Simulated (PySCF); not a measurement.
**A search over the determinants of CsBe**

Unrestricted PBE0; PySCF, scalar-relativistic core potentials, basis sets Cs def2-SVPD with ECP46, Be def2-SVPD. Outer shells of the fragments: Cs 6s1; Be 2s2.

Followed along the bond (rough minima from three points):

```json
{"2Ms+1": "2", "unpaired": "σ ↑", "⟨S²⟩ at the start": "0.76", "R at minimum (Å)": "3.80", "Te (eV)": "0.00"}
{"2Ms+1": "2", "unpaired": "π ↑", "⟨S²⟩ at the start": "0.75", "R at minimum (Å)": "3.25", "Te (eV)": "0.47"}
{"2Ms+1": "4", "unpaired": "σ ↑↑, π ↑", "⟨S²⟩ at the start": "3.75", "R at minimum (Å)": "3.54", "Te (eV)": "1.99"}
```

Solutions found at the starting distance of 3.165 Å, counted from the lowest of them; the search is not exhaustive and high or unbound solutions are not listed, so other states can lie among these:

```tsv
2Ms+1	unpaired	term	E (eV)	⟨S²⟩	⟨Lz²⟩	μ (D)
2	σ ↑	²Σ⁺	0.00	0.76	0.00	-3.72
2	π ↑	²Π	0.25	0.75	1.00	-9.63
4	σ ↑↑, π ↑	⁴Π	1.85	3.75	1.00	-7.17
4	σ ↑, π ↑↑	⁴Σ⁻	1.92	3.75	0.00	-10.10
2	δ ↑	²Δ	2.07	0.75	4.00	0.81
4	σ ↑↑↑	⁴Σ⁺	2.82	3.75	0.00	2.24
2	σ ↑↑, π ↓	mixed	2.83	1.75	1.00	-7.97
2	σ ↑, π ↑↓	mixed	2.84	1.75	2.00	-9.59
2	σ ↑	mixed	3.31	0.89	2.00	-8.77
4	σ ↑, π ↑↑	mixed	3.81	3.75	2.00	4.74
```

A term symbol is given only where ⟨S²⟩ and ⟨Lz²⟩ are close to those of a pure state; real π, δ and φ orbitals otherwise mix terms. A positive dipole means Cs(−)Be(+).

Compare the gap between the two lowest followed solutions at the starting distance with the gap between their minima.

At PBE0 the second solution (doublet, unpaired electrons π ↑) lies +0.25 eV from the first (doublet, unpaired electrons σ ↑) at 3.165 Å and +0.47 eV at the minima; the two curves relax by different amounts, since their minima lie near 3.25 and 3.80 Å.

Spin–orbit coupling is left out. Counting both spins, an empty level lies below a filled one in some of these solutions, because spin and occupation are held.
